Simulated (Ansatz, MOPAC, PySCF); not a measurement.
System: BH$_{2}$, net charge 0, doublet state. SMILES: [BH2]
Structure (B3LYP-D3(BJ)/def2-TZVP (Ansatz, a first-principles code) minimum search):
```xyz
3

B      0.1441    -0.0062    -0.0077
H     -0.4073    -1.0572    -0.0004
H     -0.3134     1.0880     0.0389
```
Charge 0, spin multiplicity 2.

Unscaled harmonic wavenumbers (cm⁻¹) in rising order, each level at the stationary point that it reaches from this structure (no distance between atoms moves by over 0.3 Å); the order of modes can differ between levels, and a negative number is imaginary. B3LYP-D3(BJ)/def2-TZVP (PySCF, at the structure above): 986, 2589, 2757.

AM1 (MOPAC): 1143, 3032, 3215. Zero-point energy 10.6 against 9.1 kcal/mol; where all levels lie over 400 cm⁻¹, the wavenumbers are on average 1.165 times those of B3LYP-D3(BJ)/def2-TZVP.

HF/6-31G* (Ansatz): 1128, 2729, 2870. Zero-point energy 9.6 against 9.1 kcal/mol; where all levels lie over 400 cm⁻¹, the wavenumbers are on average 1.079 times those of B3LYP-D3(BJ)/def2-TZVP.

B3LYP/6-31G* (Ansatz): 1024, 2610, 2771. Zero-point energy 9.2 against 9.1 kcal/mol; where all levels lie over 400 cm⁻¹, the wavenumbers are on average 1.017 times those of B3LYP-D3(BJ)/def2-TZVP.
